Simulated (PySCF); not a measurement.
RbCl: energy against distance

Set-up: PySCF, scalar-relativistic core potentials, basis sets Rb def2-SVP with ECP28, Cl def2-SVP. Energies in eV from Rb + Cl in their ground configurations at the same level. State: ¹Σ⁺ (singlet), closed shell.

All columns are revPBE. A positive dipole means Rb(−)Cl(+).

```tsv
R (Å)	E (eV)	μ (D)	Mulliken charge on Rb (basis-dependent)	HOMO (eV)	LUMO (eV)	Mayer bond order	⟨S²⟩
2.429	-3.339	-8.20	0.52	-4.71	-1.65	0.88	0.00
2.542	-3.731	-8.74	0.53	-4.72	-1.73	0.87	0.00
2.655	-3.948	-9.25	0.54	-4.61	-1.81	0.85	0.00
2.740	-4.029	-9.60	0.55	-4.49	-1.87	0.85	0.00
2.825	-4.060	-9.95	0.55	-4.37	-1.93	0.84	0.00
2.910	-4.053	-10.28	0.55	-4.27	-1.98	0.83	0.00
3.023	-4.000	-10.72	0.56	-4.14	-2.05	0.83	0.00
3.164	-3.889	-11.23	0.56	-3.98	-2.14	0.82	0.00
3.333	-3.716	-11.82	0.56	-3.81	-2.23	0.82	0.00
3.559	-3.455	-12.55	0.56	-3.62	-2.35	0.81	0.00
```

A fit through these points gives, at Re = 2.848 Å, μ = -10.04 D and dμ/dR = -3.97 D/Å; the reduced mass is 24.77 u.

How strong is the fundamental in the double-harmonic approximation, I = 42.26·(dμ/dR)²/μred km/mol?

I = 42.26·(-3.97)²/24.77 = 26.9 km/mol at revPBE.
